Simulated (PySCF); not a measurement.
Splitting trees

Geometry:
```json
{"atom": "O1", "x (Å)": "2.454", "y (Å)": "-0.873", "z (Å)": "0.102"}
{"atom": "N2", "x (Å)": "1.274", "y (Å)": "-0.453", "z (Å)": "0.052"}
{"atom": "C3", "x (Å)": "0.231", "y (Å)": "-1.317", "z (Å)": "0.018"}
{"atom": "C4", "x (Å)": "-1.070", "y (Å)": "-0.880", "z (Å)": "-0.037"}
{"atom": "C5", "x (Å)": "-1.347", "y (Å)": "0.479", "z (Å)": "-0.060"}
{"atom": "C6", "x (Å)": "-0.274", "y (Å)": "1.358", "z (Å)": "-0.025"}
{"atom": "C7", "x (Å)": "1.011", "y (Å)": "0.875", "z (Å)": "0.030"}
{"atom": "H8", "x (Å)": "0.502", "y (Å)": "-2.361", "z (Å)": "0.039"}
{"atom": "H9", "x (Å)": "-1.866", "y (Å)": "-1.608", "z (Å)": "-0.063"}
{"atom": "H10", "x (Å)": "-2.361", "y (Å)": "0.840", "z (Å)": "-0.102"}
{"atom": "H11", "x (Å)": "-0.432", "y (Å)": "2.425", "z (Å)": "-0.041"}
{"atom": "H12", "x (Å)": "1.880", "y (Å)": "1.513", "z (Å)": "0.059"}
```

Computed data (PySCF): B3LYP/pcJ-1 coupling constants (spin–dipole term only in couplings to heteroatoms), PBE0/pcSseg-1 with gauge-including orbitals, geometry from GFN2-xTB. One computed conformer, no solvent, one averaged value for each set of equivalent atoms, non-relativistic Hamiltonian.

δ = σ(ref) − σ, references computed at the same level: 13C, 1H vs TMS.

Spectrometer: 600 MHz for 1H. First-order analysis; couplings under 1 Hz (under 4 Hz in carbon signals) are ignored, and nearly equal couplings are merged; the smaller ones broaden or split the lines further.

**Question.** What pattern does C5 show in the proton-coupled 13C spectrum?

**Answer.** A doublet of triplets at δ 123.8: 173.0 Hz to H10 (1 × 1H, 1 bond away), 7.6 Hz to H8/H12 (2 × 1H, 3 bonds away). Lines in Hz from the centre (relative intensity): +94.1 (1), +86.5 (2), +78.9 (1), -78.9 (1), -86.5 (2), -94.1 (1). The outer lines are 188.2 Hz apart, the sum of the couplings kept, or 1.247 ppm at this field.

**Question.** What pattern does H10 show (1H)?

**Answer.** A triplet at δ 6.93: 8.5 Hz to H9/H11 (2 × 1H, 3 bonds away). Lines in Hz from the centre (relative intensity): +8.5 (1), +0.0 (2), -8.5 (1). The outer lines are 17.0 Hz apart, the sum of the couplings kept, or 0.028 ppm at this field.

Unscaled 3J(H,H) at this level run about 10 % above measured values.
